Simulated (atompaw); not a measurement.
## How hard is this Ba (Z = 56) PAW (atompaw) potential?

```json
{"Element": "Ba", "Generator": "atompaw 4.2.0.5", "Type": "PAW", "Functional": "PBE", "Relativity": "scalar-relativistic", "Frozen core": "[Kr] 4d10", "Valence charge": "10", "Reference configuration": "5s2 5p6 5d0.5 6s1.5 6p0", "Partial waves": "5s (bound): rc 2.95 bohr; 6s (bound): rc 3.00 bohr; 5p (bound): rc 2.90 bohr; 6p (bound, empty): rc 3.00 bohr; 5d (bound): rc 3.00 bohr; 5d channel at 4.95 Ry: rc 3.00 bohr", "Local potential": "bessel scheme, radius 2.30 bohr", "Core correction": "smooth core density matched at 2.25 bohr", "Augmentation charge": "besselshape compensation charge, radius 2.35 bohr; PAW radius 3.00 bohr; waves and projectors: custom polynom gramschmidtortho"}
```

The pseudo-atom Hamiltonian at the reference potential is diagonalised in spherical Bessel functions j_l(qr) that vanish at 20 bohr, with q² up to the cutoff. All-electron valence levels (Ry): 5s -2.4247, 6s -0.2198, 5p -1.3311, 6p -0.0817, 5d -0.1214.

How do the lowest levels (Ry) of each channel move with the cutoff, and are there ghosts?

| cutoff (Ry) | s #1 | s #2 | p #1 | p #2 | p #3 | d #1 | f #1 | f #2 | Σ f·Δε (mRy) |
| --- | --- | --- | --- | --- | --- | --- | --- | --- | --- |
| 8 | -2.4242 | -0.2196 | -1.3296 | -0.0815 | 0.0464 | -0.1205 | 0.0808 | 0.1879 | 10.7 |
| 10 | -2.4245 | -0.2197 | -1.3305 | -0.0815 | 0.0463 | -0.1212 | 0.0808 | 0.1879 | 4.6 |
| 12 | -2.4247 | -0.2198 | -1.3306 | -0.0815 | 0.0463 | -0.1212 | 0.0808 | 0.1879 | 3.4 |
| 15 | -2.4247 | -0.2198 | -1.3310 | -0.0815 | 0.0463 | -0.1213 | 0.0808 | 0.1879 | 0.8 |
| 18 | -2.4247 | -0.2198 | -1.3311 | -0.0815 | 0.0463 | -0.1213 | 0.0808 | 0.1879 | 0.3 |
| 21 | -2.4247 | -0.2198 | -1.3311 | -0.0815 | 0.0463 | -0.1213 | 0.0808 | 0.1879 | 0.3 |
| 400 | -2.4247 | -0.2198 | -1.3311 | -0.0815 | 0.0463 | -0.1214 | 0.0808 | 0.1879 | 0.0 |

Result: no extra level below or beside the all-electron valence levels (s, p, d, f tested); 10 mRy is reached at 10 Ry and 1 mRy at 15 Ry.
